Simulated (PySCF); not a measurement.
**Gas-phase thermal properties of SrCl2**

Energies from PySCF (xtb for GFN2), thermal terms from the rigid-rotor harmonic-oscillator model, ideal gas at 1 bar. Table values come from the NASA 1993 polynomials. All species are closed-shell singlets. Sr: scalar-relativistic def2 core potential, no spin-orbit coupling. The harmonic model lacks anharmonicity and excited electronic states, which grow with temperature; levels with a mode under 35 cm⁻¹ are left out. Soft modes under 120 cm⁻¹ make the harmonic entropy rough for SrCl2. The table's entry may be an old estimate for SrCl2 (not checked at source).

```
level           point group  σ  ZPE (kJ/mol)  S°298 (J/mol/K)  Cp298 (J/mol/K)  S°1000 (J/mol/K)  H1000 − H298 (kJ/mol)
--------------  -----------  -  ------------  ---------------  ---------------  ----------------  ---------------------
table                     -  -             -            316.4             55.8             385.6                   40.3
GFN2-xTB                C2v  2           3.0            317.8             56.6             387.4                   40.5
PBE/def2-SVP            C2v  2           4.0            311.6             55.4             380.7                   40.2
PBE0/def2-TZVP          C2v  2           3.8            313.4             55.6             382.6                   40.3
```
σ: rotational symmetry number. Electronic degeneracy used: 1. Frequencies are unscaled.
